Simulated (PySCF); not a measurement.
Species: C7H11O (doublet state).
Geometry (GFN2-xTB, Å), atoms numbered from 1 in this order:
```
atom  x, y, z in Å
C1     3.0009   -1.2088   -0.4609
C2     1.7760   -0.4940   -0.1957
C3     0.7702    0.1161    0.0616
C4    -0.4299    0.8510    0.3139
C5    -0.4104    2.2333   -0.3169
C6    -1.7278    0.0062   -0.2645
C7    -1.7007   -1.3957    0.3551
O8    -2.7917    0.7107   -0.0442
H9     2.7740   -2.2382   -0.7389
H10    3.6281   -1.2175    0.4303
H11    3.5456   -0.7340   -1.2763
H12   -0.6323    0.9149    1.3864
H13    0.3398    2.8504    0.1755
H14   -1.3873    2.6959   -0.2030
H15   -0.1683    2.1720   -1.3756
H16   -1.4644   -0.0476   -1.3478
H17   -2.5123   -1.9764   -0.0784
H18   -1.8648   -1.3372    1.4285
H19   -0.7544   -1.8918    0.1585
```

Identity: `CC#C[C@@H](C)[C@@H](C)[O]` [radical].

Method: UKS B3LYP, pcH-1 on C H O, non-relativistic, mean-field spin-orbit, GIAO (PySCF 2.14.0). One conformer (not necessarily the lowest) at the GFN2-xTB geometry, without solvent, vibrations or thermal averaging. GFN2-xTB frequencies show an imaginary mode (25i cm⁻¹), so this geometry is no minimum at that level. A GFN2-xTB geometry isn't a minimum of the functional, and hyperfine couplings can be far from their values at a DFT geometry.

Output of the driver script. Atoms in this output count from 0.

```
UKS, coarse grid
  cycle   1  E = -348.26041702  |g| = 6.86e-01
  cycle   2  E = -344.94097044  |g| = 2.30e+00
  cycle   3  E = -348.36663705  |g| = 4.06e-01
  cycle   4  E = -348.44980987  |g| = 2.86e-01
  cycle   5  E = -348.48361102  |g| = 1.43e-01
  cycle   6  E = -348.48894419  |g| = 9.38e-02
  cycle   7  E = -348.49332089  |g| = 3.53e-02
  cycle   8  E = -348.49393917  |g| = 9.93e-03
  cycle   9  E = -348.49399627  |g| = 1.84e-03
  cycle  10  E = -348.49399915  |g| = 1.76e-03
  cycle  11  E = -348.49400253  |g| = 6.65e-04
UKS, final grid
  cycle   1  E = -348.49400067  |g| = 7.74e-04
  cycle   2  E = -348.49400201  |g| = 1.29e-03
  cycle   3  E = -348.49400317  |g| = 4.49e-04
  cycle   4  E = -348.49400464  |g| = 4.43e-04
  cycle   5  E = -348.49401132  |g| = 4.05e-04
  cycle   6  E = -348.49401395  |g| = 2.25e-04
  cycle   7  E = -348.49401502  |g| = 1.36e-04
  cycle   8  E = -348.49401540  |g| = 7.94e-05
  cycle   9  E = -348.49401545  |g| = 2.23e-05
  cycle  10  E = -348.49401545  |g| = 1.18e-05
E = -348.49401545 Eh   <S^2> = 0.7564 (exact 0.7500)
g shifts (ppm)      1          2          3
  rmc          -269       -269       -269
  gc            -14         22         46
  oz_so          38       5472      50550
  total        -245       5226      50328
hyperfine (MHz)  atom isotope    a_iso     a_fc   dipolar eigenvalues
    0   13C      -3.04      -3.04     -0.37      0.11      0.26
    1   13C       8.48       8.48     -7.12     -6.33     13.45
    2   13C      -2.92      -2.92     -5.19     -1.17      6.36
    3   13C     111.65     111.65    -18.99    -18.57     37.55
    4   13C      -7.82      -7.82     -1.27     -0.14      1.41
    5   13C     -46.84     -46.84     -6.75      2.16      4.59
    6   13C      -0.88      -0.88     -2.41     -1.91      4.32
    7   17O     -43.31     -43.31   -223.89    111.26    112.62
    8    1H      14.37      14.37     -0.89     -0.43      1.32
    9    1H       6.18       6.18     -0.76     -0.65      1.41
   10    1H       2.20       2.20     -0.73     -0.62      1.35
   11    1H      -9.07      -9.07     -9.32     -1.63     10.95
   12    1H      11.03      11.03     -2.22     -1.02      3.24
   13    1H      -0.46      -0.46     -5.25     -3.26      8.51
   14    1H       4.28       4.28     -2.48     -1.63      4.11
   15    1H     129.63     129.63     -6.02     -3.79      9.81
   16    1H       0.85       0.85     -3.40     -2.19      5.60
   17    1H       1.70       1.70     -3.17     -2.76      5.92
   18    1H       0.61       0.61     -2.82     -0.91      3.73
```

Question: The SCF converged. Which of these numbers needs a check, and why?

Answer: The largest g shift is +0.050, past the limit of 0.03 at which the run flags a species of elements up to argon. The orbital-Zeeman/spin–orbit term is second order, a sum of spin–orbit matrix elements over excitation energies, so it grows and becomes less reliable as an excited state comes close; a shift of this size calls for a check with another method. The contact and dipolar couplings don't rest on that expansion, but they belong to the state that the SCF found, and a close-lying state with the spin in another orbital would have other couplings; no stability test was run.
